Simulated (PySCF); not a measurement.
Species: C₃H₆ClGa.
Bonds: C1–C2 (double), C2–C3, C2–Ga4, Ga4–Cl5. Hydrogens: H6, H7 on C1; H8, H9, H10 on C3; H11 on Ga4.

Computed by this run: PBE0-D3(BJ)/def2-SVP geometry optimisation, gas phase (PySCF); density fitting, grid level 1; the optimiser is geomeTRIC in internal coordinates, started from a GFN2-xTB structure with every atom displaced at random (about 0.01 Å).

Step 0: E = -68082.4807 eV
```
atom  x, y, z in Å  |  force x, y, z in eV/Å
C1     -0.5403    1.4305    0.2076   -1.030   2.757   0.302
C2     -0.1838    0.1896    0.0639    1.820  -3.005  -0.666
C3     -1.0312   -1.0035    0.4065    1.364   0.254   0.444
Ga4     1.7229   -0.0655   -0.6878   -1.899   1.704   0.708
Cl5     2.6320   -1.9032   -1.0343    0.494  -1.203  -0.181
H6     -1.5353    1.7439    0.5943    0.334  -0.238  -0.096
H7      0.1131    2.2647   -0.0712    0.063   0.041   0.016
H8     -1.1547   -1.6049   -0.4889   -0.335  -0.429  -0.295
H9     -1.9762   -0.7117    0.8441   -0.713   0.076   0.120
H10    -0.4803   -1.6260    1.1483   -0.308   0.068  -0.278
H11     2.4755    1.2665   -1.0046    0.212  -0.024  -0.076
```

Step 1: E = -68082.7066 eV
```
atom  x, y, z in Å  |  force x, y, z in eV/Å
C1     -0.5254    1.4375    0.2088    0.105  -0.452   0.160
C2     -0.1160    0.1570    0.0715   -0.276   0.744  -0.334
C3     -0.9800   -1.0127    0.4054   -0.103  -0.032  -0.090
Ga4     1.6339    0.0795   -0.7512    0.303  -0.673   0.405
Cl5     2.4825   -1.9333   -0.9246   -0.108   0.334  -0.074
H6     -1.5017    1.6746    0.6446   -0.135   0.112   0.011
H7      0.1057    2.2894   -0.0682   -0.027   0.018  -0.006
H8     -1.1130   -1.6497   -0.4854   -0.045  -0.015   0.062
H9     -1.9795   -0.7002    0.7643    0.173  -0.056  -0.030
H10    -0.5139   -1.6543    1.1653    0.046  -0.062   0.093
H11     2.5494    1.2926   -1.0525    0.067   0.083  -0.196
```

Problem. Estimate the geometry and energy of step 2. (The exact step hangs on the optimiser's Hessian estimate; all steps are aligned on step 1, rigid shifts and turns removed.)

Solution. E = -68082.7512 eV, largest force 0.314 eV/Å
```
atom  x, y, z in Å  |  force x, y, z in eV/Å
C1     -0.5445    1.4409    0.2193    0.120  -0.079   0.040
C2     -0.1245    0.1687    0.0775   -0.106   0.289  -0.060
C3     -0.9869   -1.0073    0.4072    0.064  -0.108  -0.019
Ga4     1.6735    0.0450   -0.6683    0.010  -0.221  -0.038
Cl5     2.5330   -1.9269   -1.0099   -0.094   0.171   0.058
H6     -1.5371    1.7036    0.6136   -0.002  -0.092  -0.034
H7      0.0967    2.2912   -0.0392   -0.004   0.034  -0.004
H8     -1.1105   -1.6618   -0.4710   -0.018  -0.004   0.008
H9     -1.9866   -0.6986    0.7522    0.010  -0.005   0.018
H10    -0.5255   -1.6362    1.1859   -0.010   0.009   0.013
H11     2.5542    1.2617   -1.0894    0.030   0.005   0.017
```

The energy changes by -0.0446 eV. The first-order estimate −F·Δx gives -0.0923 eV and the mean of the old and new forces, exact on a quadratic surface, -0.0437 eV. The step makes an angle of 67° with the force vector and moves no atom by more than 0.099 Å.

What follows is the cost of the whole optimisation. The run took 98 s of wall time on Arm Neoverse V1, one thread, shared host with 32 logical CPUs at a one-minute load of 31, and the process peaked at 0.51 GiB of memory.
